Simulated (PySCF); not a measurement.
ScF3: double against triple zeta

Base calculation in PySCF with density fitting and no spin–orbit coupling, PBE0/def2-SVP (no relativity): singlet, D3h, Sc–F 1.822 Å (×3); wavenumbers 50, 168 (×2), 665, 775 (×2) cm⁻¹; gap between the highest occupied and lowest empty levels 8.51 eV, polar-tensor charge of Sc 2.28 e, atomisation energy (no zero-point energy) 1878 kJ/mol.

What changes on going to PBE0/def2-TZVP (no relativity)?

The point group stays the same. Changes: mean bond to Sc +0.016 Å, highest wavenumber -45 cm⁻¹, lowest wavenumber +41 cm⁻¹, gap between the highest occupied and lowest empty levels +0.06 eV, polar-tensor charge of Sc +0.15 e, atomisation energy (no zero-point energy) -18 kJ/mol. The new structure has Sc–F 1.838 Å (×3), with wavenumbers 91, 168 (×2), 630, 730 (×2) cm⁻¹.

Each species is the lowest minimum found with this bonding; other isomers or fragments can lie lower.
